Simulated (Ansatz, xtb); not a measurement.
BrFGeH4Si: 3 structures ranked

3 gas-phase structures of BrFGeH4Si, from a drawn sample of its isomers (lower ones may exist). Each was relaxed with GFN2-xTB:

A. `[F][Ge@@H]([SiH3])[Br]`, a singlet
B. `F[Si@@H]([GeH3])Br`, a singlet
C. `F[SiH2][GeH2][Br]`, a singlet

Question: Which do you expect lowest at r2SCAN-D4/def2-SVP, and how would the others follow?

Answer: Calculated order at r2SCAN-D4/def2-SVP: B (0.0), C (27.1), A (67.5) kJ/mol.

Energies above the lowest of each column, in kJ/mol; the last columns are at PBE-D3(BJ)/def2-SVP geometries:

```json
{"structure": "B", "GFN2-xTB": "40.6", "HF/STO-3G": "0.0", "r2SCAN-D4/def2-SVP": "0.0", "PBE-D3(BJ)/def2-SVP": "0.0", "CCSD(T)/def2-SVP + ΔMP2/def2-TZVPP": "0.0"}
{"structure": "C", "GFN2-xTB": "0.0", "HF/STO-3G": "25.8", "r2SCAN-D4/def2-SVP": "27.1", "PBE-D3(BJ)/def2-SVP": "25.0", "CCSD(T)/def2-SVP + ΔMP2/def2-TZVPP": "22.4"}
{"structure": "A", "GFN2-xTB": "22.3", "HF/STO-3G": "71.5", "r2SCAN-D4/def2-SVP": "67.5", "PBE-D3(BJ)/def2-SVP": "60.6", "CCSD(T)/def2-SVP + ΔMP2/def2-TZVPP": "77.0"}
```

CCSD(T)/def2-SVP + ΔMP2/def2-TZVPP puts B lowest; GFN2-xTB picks C. Flexible structures stand in one conformer each, not always the lowest. A keeps a small imaginary mode. The ΔMP2 step shifts differences by up to 14.2 kJ/mol, which makes them less sure. ΔMP2 is the change of the MP2 energy from the smaller to the larger basis.

Programs: Ansatz 0.2.0, xtb 6.7.1.
